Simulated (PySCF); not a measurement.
Gas-phase reaction: 2 TiCl3NH2 + Cl2 = TiCl4 + TiCl4.NH3 + NH

Method: PySCF energies plus ideal-gas RRHO corrections (1 bar). † marks an energy on the PBE0/def2-TZVP geometry and frequencies; other levels use their own. MP2 and CCSD(T) freeze the core. 6-31G* has spherical d functions here. Open shells (unrestricted): NH (multiplicity 3); the rest are closed-shell singlets. B3LYP is the form with VWN-RPA correlation. Adducts (TiCl4.NH3) have no counterpoise correction, and HF, PBE, BLYP, B3LYP and PBE0 lack dispersion. TiCl3NH2, TiCl4.NH3: computed as isolated molecules; such fragments, hydroxides, amides, oligomers or adducts are transient or little studied in the gas. MP2 isn't extrapolated to the basis-set limit; its ΔH°(298 K) is -29.4 kJ in def2-SVP and 19.0 kJ in def2-TZVPP. CCSD(T) isn't extrapolated to the basis-set limit. The harmonic model lacks anharmonicity and excited electronic states, which grow with temperature; levels with a mode under 35 cm⁻¹ are left out. Soft modes under 120 cm⁻¹ make the harmonic entropy rough for TiCl3NH2, TiCl4, TiCl4.NH3. Warning, large T1 diagnostic: TiCl4, TiCl3NH2, TiCl4.NH3 (CCSD(T)/def2-SVP†).

| level | ΔE electronic, kJ | ΔH°(298 K), kJ | ΔS°(298 K), J/K | ΔG°(1200 K), kJ |
|---|---|---|---|---|
| B3LYP/6-31G* | 26 | 26 | -58 | 97 |
| CCSD(T)/def2-SVP† | -31 | -31 | -58 | 40 |
| HF/def2-TZVP† | -119 | -119 | -58 | -49 |
| MP2/def2-SVP† | -29 | -29 | -58 | 41 |
| PBE/def2-SVP | 42 | 41 | -56 | 109 |
| PBE/def2-TZVP† | 65 | 65 | -58 | 135 |
| PBE0/def2-SVP† | 13 | 13 | -58 | 84 |
| PBE0/def2-TZVP | 39 | 39 | -58 | 109 |
| r2SCAN/def2-TZVP† | 12 | 12 | -58 | 83 |
| LDA/def2-TZVP† | 111 | 110 | -58 | 181 |
ΔH° is lowest at HF/def2-TZVP† and highest at LDA/def2-TZVP†. No reference value is set beside these.
